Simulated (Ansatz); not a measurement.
Mulliken charges of `[O]=[V]([OH])([F])[F]` from B3LYP/def2-TZVPP in Ansatz (PBE0-D4/def2-TZVP geometry).

```csv
atom,x (Å),y (Å),z (Å),charge (e)
O1,-1.305,-0.128,0.919,-0.427
V2,-0.290,0.188,-0.204,1.322
O3,1.241,-0.517,0.229,-0.423
F4,-0.853,-0.493,-1.682,-0.349
F5,-0.128,1.897,-0.352,-0.349
H6,1.378,-1.011,1.043,0.226
```

By hand: the dipole of these point charges (1 e Å = 4.8032 D).

Σ q r = (0.303, -0.197, 0.187) e Å, of length 0.407 e Å = 1.95 D.

How does the dipole of the full density compare? (Estimate.)

The calculation gave: (0.298, -0.258, 0.302) e Å, 2.39 D; the point charges give 0.82 times that, at 12° from its direction.

Point charges leave out the atoms' own dipoles, such as those of lone pairs, and Mulliken's split depends on the basis, so the two needn't agree.

B3LYP here is the variant with VWN-RPA as its local correlation; programs differ in this.
